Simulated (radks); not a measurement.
Fractional charge and spin in the 1s shell of lithium: the spin-up occupation runs from 0 to 1 and the spin-down occupation from 0 to 1; the fullest corner is Li+, 1s(up 1, down 1). Method: scalar-relativistic Kohn-Sham, LDA (Slater exchange, Perdew-Wang correlation), spin-polarised, spherical densities, finite nucleus; Fermi nuclear charge, rms radius of each element as measured or else 0.836 A^(1/3) + 0.57 fm; computed with a radial shooting solver on a logarithmic mesh with Libxc functionals. Energy (eV) minus the two flat planes that join the four corners (they meet along the diagonal where the two added fractions sum to one electron); zero is where a piecewise linear energy would lie.

| down \ up | 0 | 0.5 | 1 |
|---|---|---|---|
| 0 | 0.000 | -4.093 | 0.000 |
| 0.5 | -4.093 | 3.571 | -3.556 |
| 1 | 0.000 | -3.556 | 0.000 |

Corners above the fullest one (they belong to Li2+ and the next ion): (up 1, down 0) 74.568 eV, (up 0, down 1) 74.568 eV, (up 0, down 0) 194.37 eV. With half an added electron in each spin the energy lies 3.571 eV from the planes (fractional-spin error, the static-correlation error of a stretched bond), and with half an added electron in spin up alone -4.093 eV (fractional-charge error). For a frontier s shell over closed shells the exact functional lies on the planes.
